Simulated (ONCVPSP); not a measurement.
**Before and after: ONCV potential for Al (Z = 13)**

* Element: Al
* Generator: ONCVPSP 4.0.1
* Type: optimised norm-conserving Vanderbilt (ONCV)
* Functional: PBE
* Relativity: scalar-relativistic
* Frozen core: [Ne]
* Valence charge: 3
* Reference configuration: 3s2 3p0.5 (charge +0.5)
* Partial waves: 3s: rc 2.00 bohr, ncon 4, nbas 7, qcut 3.9 1/bohr, 2 projectors, debl 1.2 Ha; 3p: rc 2.40 bohr, ncon 5, nbas 8, qcut 3.3 1/bohr, 2 projectors, debl 0.5 Ha; d scattering state at 0.11 Ha: rc 2.35 bohr, ncon 3, nbas 8, qcut 4.3 1/bohr, 2 projectors, debl 1.9 Ha
* Local potential: polynomial inside 1.40 bohr (lpopt 4, dvloc0 6 Ha)
* Core correction: polynomial model core, fcfact 0.75

Change: all radii but the core radius scaled by about 0.80 (s 1.60, p 1.92, d 1.88 bohr); local potential polynomial inside 1.12 bohr (lpopt 4, dvloc0 6 Ha).

Cutoffs: the cutoffs (Ha) at which the residual kinetic energy of the hardest occupied pseudo-wave falls to 1 and 0.1 mHa per electron; they do not see the model core or the augmentation charge, which bear on the density cutoff. Errors are all-electron minus pseudo energies relative to the spin-unpolarised reference configuration.

Problem. How do hardness, ghosts and transferability respond?

Solution. The potential gets neither clearly harder nor softer (5.8 Ha and 7.8 Ha → 5.7 Ha and 42 Ha); a bound ghost appears in p, s, which as a rule spoils a file; of the 4 tests that both files solve, the error grows in 0 and shrinks in 2 by more than 15 % and 0.3 meV (median size 2.3 → 1.6 meV).

| quantity | base | changed |
| --- | --- | --- |
| cutoff, loose | 5.8 Ha | 5.7 Ha |
| cutoff, tight | 7.8 Ha | 42 Ha |
| loose cutoff by channel | s 5.8 Ha, p 2.2 Ha | s 5.7 Ha, p 2.6 Ha |
| bound ghosts | none | s, p |
| GHOST(+) flags under 300 eV | none | none |
| error for 3s2 3p1, meV [ΔE -2.09 eV] | +0.1 | +0.1 |
| error for 3s2 3p0, meV [ΔE 3.68 eV] | +0.1 | +0.1 |
| error for 3s1 3p0, meV [ΔE 22.90 eV] | +7.8 | +4.6 |
| error for 3s0 3p3, meV [ΔE 8.37 eV] | -4.4 | -3.0 |
| rms error of d²Exc/dni dnj with the model core, mHa | 0.46 | 0.38 |

Base: The cutoffs count occupied waves only; projector 2 of the d channel, the hardest unoccupied one, needs 24 Ha at the loose tolerance. Changed file: The cutoffs count occupied waves only; projector 2 of the d channel, the hardest unoccupied one, needs 22 Ha at the loose tolerance. A true bound ghost makes a file unfit for plane-wave use even where its test errors are small: the radial tests pick states by their node count and pass the ghost by.
